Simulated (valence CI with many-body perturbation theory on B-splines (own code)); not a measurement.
# Ladder of approximations for Pb+

Level of theory: configuration interaction combined with many-body perturbation theory (CI+MBPT): three valence electrons over a frozen Dirac-Fock core [Xe] 4f14 5d10, a basis of 11 s, 11 p, 9 d, 7 f, 5 g, 2 h, 1 i functions for each j, with the one-electron correlation potential Σ1 (screened to all orders), the two-electron term Σ2, the three-electron term Σ3, Breit, model QED; selected single and double excitations, second order for the rest (own B-spline code, finite nucleus).

Against 15 measured levels this calculation errs by 201 cm⁻¹ on average and by 622 at most. These come from a selection out of the NIST Handbook of Basic Atomic Spectroscopic Data. Levels without a partner in it may be off by more.

Each rung adds one term. CI alone is the Dirac-Coulomb CI over the frozen core; QED comes last and gives the full result, which names the levels. Energies are above 6s2 6p 2P°_1/2 on the same rung, in cm⁻¹. A blank means that the level has no clear partner on that rung.

Names give the largest LS component (configuration and term), which can be under half, so a name can repeat, a term be missing and a line seem to break the LS rules; names also repeat where a configuration has a term twice.

| Level | CI alone | Σ1 | Σ2 | Σ3 | Breit | QED | Full |
| --- | --- | --- | --- | --- | --- | --- | --- |
| 6s2 6p 2P°_3/2 | 12445 | +2024 | +69 | +17 | -161 | +13 | 14407 |
| 6s 6p2 4P_1/2 | 50509 | +3590 | +3548 | -86 | +36 | -308 | 57289 |
| 6s2 7s 2S_1/2 | 55184 | +6830 | -2055 | -19 | -195 | +83 | 59828 |
| 6s 6p2 4P_3/2 | 57472 | +4887 | +3789 | -12 | -86 | -292 | 65758 |
| 6s2 6d 2D_5/2 | 61515 | +5772 | +2000 | +5.6 | -175 | -127 | 68990 |
| 6s2 6d 2D_3/2 | 63506 | +6867 | -163 | +19 | -215 | -27 | 69986 |
| 6s 6p2 4P_5/2 | 66748 | +6969 | +654 | -21 | -185 | -162 | 74004 |
| 6s2 7p 2P°_1/2 | 69712 | +7075 | -2036 | -18 | -181 | +40 | 74592 |
| 6s2 7p 2P°_3/2 | 72331 | +7228 | -1986 | -18 | -209 | +42 | 77389 |
| 6s 6p2 2D_3/2 | 77147 | +6424 | +35 | -117 | -125 | -227 | 83137 |
| 6s 6p2 2P_1/2 |  |  |  | -47 | -177 | -88 | 88766 |
| 6s2 8s 2S_1/2 | 83904 |  |  | -116 | -112 | -135 | 89030 |
| 6s 6p2 2D_5/2 | 81575 | +7221 | +847 | -70 | -231 | -200 | 89143 |
| 5f 6s2 2F°_7/2 | 86785 | +8090 | -2140 | -17 | -228 | +43 | 92534 |
| 5f 6s2 2F°_5/2 | 86802 | +8088 | -2139 | -17 | -228 | +43 | 92550 |
| 6s2 7d 2D_3/2 | 89083 | +7848 | -2282 | -24 | -218 | +24 | 94432 |
| 6s2 8p 2P°_1/2 | 89670 | +7835 | -2501 | -19 | -207 | +44 | 94822 |
| 6s2 7d 2D_5/2 | 89996 | +7876 | -2097 | -31 | -224 | -14 | 95507 |
| 6s2 8p 2P°_3/2 | 90761 | +7880 | -2488 | -19 | -217 | +45 | 95963 |
| 6s2 9s 2S_1/2 | 95730 | +8041 | -2367 | -24 | -220 | +46 | 101205 |

The middle columns are the shifts that each term adds.

Question: How does the ionisation energy move along the ladder, and which term matters most?

Answer: CI alone 14.309, + Σ1 15.336, + Σ2 15.045, + Σ3 15.042, + Breit 15.015, + QED 15.020 eV. The largest step is Σ1, 1.027 eV. NIST lists 15.0325 eV (measured).
